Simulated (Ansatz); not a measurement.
Ideal-gas functions of F6InP (`F[P+](F)(F)[In-]([F])([F])[F]`) at 400 K and 1 bar, from an Ansatz frequency run at PBE0-D4/def2-TZVP.

Molar mass 259.78 g/mol, point group C3v (symmetry number 3), electronic degeneracy 1, moments of inertia 319.207, 804.007, 804.064 u Å². Harmonic wavenumbers (cm⁻¹, unscaled): 17, 19, 20, 107, 110, 110, 129, 129, 142, 352, 352, 501, 582, 616, 616, 939, 957, 957.

Use S(trans) = R[1.5 ln M + 2.5 ln T − 1.1517]; rotational temperatures θ = 24.2544 K / I; S(rot) = R[ln(√π/σ · √(T³/θAθBθC)) + 1.5]; for each mode x = 1.438777 ν̃/T, S = R[x/(eˣ − 1) − ln(1 − e⁻ˣ)] and H = RT x/(eˣ − 1); 1 cm⁻¹ = 0.0119627 kJ/mol; R = 8.31446 J/(mol·K).

Q: By hand: the entropy, in J/(mol·K).

A: Translation 184.3. Rotation: θ = 0.076, 0.0302, 0.0302 K, giving 122.6. Vibration, mode by mode: 31.55, 30.63, 30.20, 16.30, 16.08, 16.08, 14.77, 14.77, 13.99, 6.89, 6.89, 4.46, 3.54, 3.22, 3.22, 1.28, 1.22, 1.22, in all 216.3. Electronic 0.0. Sum 523.2 J/(mol·K).

Q: By hand: H − E and G − E in kJ/mol, counted from the electronic energy.

A: Zero-point energy ½ × 6655 × 0.0119627 = 39.8; thermal vibration 34.0; translation, rotation and pV give 4 RT = 13.3. H − E = 87.1 kJ/mol, and G − E = 87.1 − 400 × 523.2/1000 = -122.2 kJ/mol.

Vibration gives 41 % of the entropy, 184.4 J/(mol·K) of it from the modes under 150 cm⁻¹: soft modes count most, and the harmonic formula is weakest for them. The sum counts one conformer and one mirror image; others add a mixing term.
